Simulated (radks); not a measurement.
Question: Spherical quantum dot in the effective-mass picture: electrons in a hard-walled sphere of unknown radius, with a point charge +1 (a donor) at the centre, all in effective atomic units (hartree* = m*/eps^2 hartree, bohr* = eps/m* bohr), one dielectric constant everywhere. Calculated with a radial shooting solver with Libxc functionals: non-relativistic Kohn-Sham, LDA (Slater exchange, Perdew-Wang correlation), spin-polarised, spherical densities. Levels are named by radial order and angular momentum (1s, 1p, 1d, 2s, ...), and open shells are averaged over m. Each electron was tried in the lowest free levels, single moves between levels near the top were tried too, and the lowest total energy was kept; such a search can miss a lower state. The values of mu = E(N) - E(N-1) (hartree*) for N = 2 to 12 are -0.033046, 0.18112, 0.27393, 0.36774, 0.46597, 0.58106, 0.67350, 0.76760, 0.89107, 0.98524, 1.0796. Estimate radius.

Answer: radius = 12 (effective atomic units). The central charge lowers the s levels, so the charging steps and shell gaps carry the answer. The first electron has mu near pi^2/(2 R^2) without a central charge, and the charging energy goes as 1/R.
